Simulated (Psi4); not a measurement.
C5H11, doublet, geometry from GFN2-xTB; MP2/6-311+G(2d,p) run with Psi4.

Here is a job for Psi4.
```
memory 2 GB

molecule {
0 2
C    -1.86322084   -0.26249423    0.81633593
C    -0.98166494    0.83254935    0.38076256
C    -0.16223408    0.47199011   -0.86724929
C     0.79874315   -0.69281539   -0.62707033
C     1.97056503   -0.32541017    0.27536823
H    -2.04954554   -0.44739525    1.85550543
H    -2.40029132   -0.84043383    0.08905334
H    -1.58444871    1.72046316    0.12459824
H    -0.32066128    1.13388378    1.19589314
H    -0.85335877    0.20063816   -1.66841816
H     0.40285723    1.34766018   -1.19473533
H     0.24190779   -1.52052792   -0.18170466
H     1.18863768   -1.02981834   -1.59067616
H     2.65618177   -1.16518317    0.36401183
H     2.51746774    0.52111854   -0.13539365
H     1.62812360   -0.06332318    1.27298319
}

set {
  basis 6-311+g(2d,p)
  reference uhf
  freeze_core true
}

energy('mp2')
print_variables()
```

Write the output that Psi4 gives for this input, abridged.


```
    SCF Algorithm Type (re)set to DF.

   => Loading Basis Set <=

    Name: 6-311+G(2D,P)
    Role: ORBITAL
    Keyword: BASIS

         ---------------------------------------------------------
                                   SCF
               by Justin Turney, Rob Parrish, Andy Simmonett
                          and Daniel G. A. Smith
                              UHF Reference
         ---------------------------------------------------------

  ==> Geometry <==

    Molecular point group: c1
    Full point group: C1

    Geometry (in Angstrom), charge = 0, multiplicity = 2:

       Center              X                  Y                   Z               Mass
    ------------   -----------------  -----------------  -----------------  -----------------
         C           -1.843305481644    -0.264488992439     0.818165987335    12.000000000000
         C           -0.961749581644     0.830554587561     0.382592617335    12.000000000000
         C           -0.142318721644     0.469995347561    -0.865419232665    12.000000000000
         C            0.818658508356    -0.694810152439    -0.625240272665    12.000000000000
         C            1.990480388356    -0.327404932439     0.277198287335    12.000000000000
         H           -2.029630181644    -0.449390012439     1.857335487335     1.007825032230
         H           -2.380375961644    -0.842428592439     0.090883397335     1.007825032230
         H           -1.564533351644     1.718468397561     0.126428297335     1.007825032230
         H           -0.300745921644     1.131889017561     1.197723197335     1.007825032230
         H           -0.833443411644     0.198643397561    -1.666588102665     1.007825032230
         H            0.422772588356     1.345665417561    -1.192905272665     1.007825032230
         H            0.261823148356    -1.522522682439    -0.179874602665     1.007825032230
         H            1.208553038356    -1.031813102439    -1.588846102665     1.007825032230
         H            2.676097128356    -1.167177932439     0.365841887335     1.007825032230
         H            2.537383098356     0.519123777561    -0.133563592665     1.007825032230
         H            1.648038958356    -0.065317942439     1.274813247335     1.007825032230

  Running in c1 symmetry.

  Rotational constants: A =      0.28304  B =      0.09750  C =      0.09197 [cm^-1]
  Rotational constants: A =   8485.31666  B =   2922.88697  C =   2757.11155 [MHz]
  Nuclear repulsion =  182.849438512402401

  Charge       = 0
  Multiplicity = 2
  Electrons    = 41
  Nalpha       = 21
  Nbeta        = 20

  ==> Algorithm <==

  SCF Algorithm Type is DF.
  DIIS enabled.
  MOM disabled.
  Fractional occupation disabled.
  Guess Type is SAD.
  Energy threshold   = 1.00e-08
  Density threshold  = 1.00e-08
  Integral threshold = 1.00e-12

  ==> Primary Basis <==

  Basis Set: 6-311+G(2D,P)
    Blend: 6-311+G(2D,P)
    Number of shells: 99
    Number of basis functions: 201
    Number of Cartesian functions: 211
    Spherical Harmonics?: true
    Max angular momentum: 2

   => Loading Basis Set <=

    Name: (6-311+G(2D,P) AUX)
    Role: JKFIT
    Keyword: DF_BASIS_SCF

  ==> Integral Setup <==

  SCF_SUBTYPE=INCORE selected. In-core MEM_DF algorithm will be used.
  Using in-core AOs.

  ==> MemDFJK: Density-Fitted J/K Matrices <==

    J tasked:                   Yes
    K tasked:                   Yes
    wK tasked:                   No
    Algorithm:                 Core
    Schwarz Cutoff:           1E-12
    Mask sparsity (%):       2.4653
    Fitting Condition:        1E-10

   => Auxiliary Basis Set <=

  Basis Set: (6-311+G(2D,P) AUX)
    Blend: HEAVY-AUG-CC-PVTZ-JKFIT
    Number of shells: 260
    Number of basis functions: 850
    Number of Cartesian functions: 1040
    Spherical Harmonics?: true
    Max angular momentum: 4

  Minimum eigenvalue in the overlap matrix is 4.2272575948E-05.
[...]

[...]
    Alpha Virtual:

[...]
    Beta Occupied:

[...]
    Beta Virtual:

[...]
     201A     25.215612

    Final Occupation by Irrep:
              A
    DOCC [    20 ]
    SOCC [     1 ]
    NA   [    21 ]
    NB   [    20 ]

  @DF-UHF Final Energy:  -195.75443362305001

   => Energetics <=

    Nuclear Repulsion Energy =            182.8494385124024006
    One-Electron Energy =                -624.8692583523497888
    Two-Electron Energy =                 246.2653862168973831
    Total Energy =                       -195.7544336230500051

  UHF NO Occupations:
  HONO-2 :   19  A 1.9990909
  HONO-1 :   20  A 1.9961088
  HONO-0 :   21  A 1.0000000
  LUNO+0 :   22  A 0.0038912
  LUNO+1 :   23  A 0.0009091
  LUNO+2 :   24  A 0.0008732
  LUNO+3 :   25  A 0.0007646

Computation Completed

Properties will be evaluated at   0.000000,   0.000000,   0.000000 [a0]

Properties computed using the SCF density matrix

 Multipole Moments:

 ------------------------------------------------------------------------------------
     Multipole            Electronic (a.u.)      Nuclear  (a.u.)        Total (a.u.)
 ------------------------------------------------------------------------------------

 L = 1.  Multiply by 2.5417464519 to convert [e a0] to [Debye]
 Dipole X            :         -1.5259708            1.5430177            0.0170469
 Dipole Y            :          0.1933311           -0.1545515            0.0387796
 Dipole Z            :         -0.1790071            0.1417902           -0.0372168
 Magnitude           :                                                    0.0563875

 ------------------------------------------------------------------------------------

  //>>>>>>>>>>>>>>>>>>>>>>>>>>>>>>>>>>>//
  //               DFMP2               //
  //<<<<<<<<<<<<<<<<<<<<<<<<<<<<<<<<<<<//

   => Loading Basis Set <=

    Name: (6-311+G(2D,P) AUX)
    Role: RIFIT
    Keyword: DF_BASIS_MP2

	 --------------------------------------------------------
	                          DF-MP2
	      2nd-Order Density-Fitted Moller-Plesset Theory

	        Rob Parrish, Justin Turney, Andy Simmonett,
	           Ed Hohenstein, and C. David Sherrill
	 --------------------------------------------------------

	 --------------------------------------------------------
	                 NBF =   201, NAUX =   860
	 --------------------------------------------------------
	   CLASS    FOCC     OCC    AOCC    AVIR     VIR    FVIR
	   ALPHA       5      21      16     180     180       0
	    BETA       5      20      15     181     181       0
	 --------------------------------------------------------

	-----------------------------------------------------------
	 ==================> DF-MP2 Energies <====================
	-----------------------------------------------------------
	 Reference Energy          =    -195.7544336230500051 [Eh]
	 Singles Energy            =      -0.0000000000000000 [Eh]
	 Same-Spin Energy          =      -0.1757986138659965 [Eh]
	 Opposite-Spin Energy      =      -0.5938967863073088 [Eh]
	 Correlation Energy        =      -0.7696954001733054 [Eh]
	 Total Energy              =    -196.5241290232233098 [Eh]
	-----------------------------------------------------------
	 ================> DF-SCS-MP2 Energies <==================
	-----------------------------------------------------------
	 SCS Same-Spin Scale       =       0.3333333333333333 [-]
	 SCS Opposite-Spin Scale   =       1.2000000000000000 [-]
	 SCS Same-Spin Energy      =      -0.0585995379553322 [Eh]
	 SCS Opposite-Spin Energy  =      -0.7126761435687705 [Eh]
	 SCS Correlation Energy    =      -0.7712756815241026 [Eh]
	 SCS Total Energy          =    -196.5257093045741215 [Eh]
	-----------------------------------------------------------

  Variable Map:
  ----------------------------------------------------------------------------
[...]
  Array Variable Map:
  ----------------------------------------------------------------------------
[...]
[...]
```
